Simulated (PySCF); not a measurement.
# Polarisability of `c1[cH+]c1N1CCCC1`

Species: C₇H₁₀N (charge +1).
Geometry (GFN2-xTB, Å), atoms numbered from 1 in this order:
```
atom  x, y, z in Å
C1     2.841    0.664    0.601
C2     2.946   -0.311   -0.316
C3     1.645    0.100    0.081
N4     0.380    0.023    0.018
C5    -0.347   -0.897   -0.859
C6    -1.779   -0.832   -0.338
C7    -1.890    0.610    0.154
C8    -0.536    0.844    0.814
H9     3.302    1.364    1.258
H10    3.551   -0.945   -0.921
H11   -0.288   -0.530   -1.888
H12    0.087   -1.896   -0.815
H13   -2.505   -1.068   -1.110
H14   -1.917   -1.527    0.490
H15   -2.712    0.751    0.851
H16   -2.029    1.288   -0.687
H17   -0.535    0.481    1.845
H18   -0.222    1.888    0.807
```

Level: CAM-B3LYP/def2-SVPD (PySCF), static field, nuclei fixed, core orbitals frozen in the response. The polarisability tensor in these axes (au):

```
x   101.39   1.70   1.30
y     1.70  66.27   9.17
z     1.30   9.17  63.93
```

Problem. Diagonalise the tensor; give its mean and Δα, where Δα² is half the sum of the squared differences of the eigenvalues.

Solution. Principal values 55.85, 74.17 and 101.55 au; mean 77.19 au = 11.44 Å³ = 12.73 × 10⁻⁴⁰ C²·m²/J; Δα = 39.84 au (52 % of the mean).

Problem. Along which axes do the principal values lie, and how far do the nuclei extend along each?

Solution. Largest value along (1.00, 0.06, 0.05), where the nuclei span 6.05 Å; middle along (-0.08, 0.75, 0.66), 3.92 Å; least along (0.00, -0.66, 0.75), 2.75 Å. The response follows the extents in order.

Problem. Traceless (Buckingham) quadrupole moment about the centre of nuclear charge: eigenvalues?

Solution. -16.93, -4.17, 21.10 D·Å. The values depend on the origin, since the species is charged. The electronic extent ⟨r²⟩ about the same centre is 1010 bohr², a root-mean-square distance of 2.21 Å for the 58 electrons.

Problem. What depolarisation ratio follows for Rayleigh scattering of linearly polarised light, taking the static tensor?

Solution. ρ = 3Δα²/(45ᾱ² + 4Δα²) = 4760.7/(268147 + 6347.6) = 0.0173.

Problem. Form Σ f/ω² (atomic units) for the 8 lowest TDDFT singlets, given as eV and f, and set it beside the mean polarisability, which is this sum over all singlets: 6.10, 0.0284; 6.90, 0.0000; 7.28, 0.4458; 7.82, 0.0005; 8.09, 0.0247; 8.16, 0.0022; 8.21, 0.0035; 8.62, 0.0124.

Solution. They add up to 7.27 au, 9.4 % of the 77.19 au; the largest single term is 6.24 au, from the state at 7.28 eV. Terms in order: 0.56, 0.00, 6.24, 0.01, 0.28, 0.02, 0.04, 0.12 au. Higher excitations give the rest. The strengths listed sum to 0.517.

The structure is a single GFN2-xTB conformer in the gas phase; no vibrational or solvent corrections.
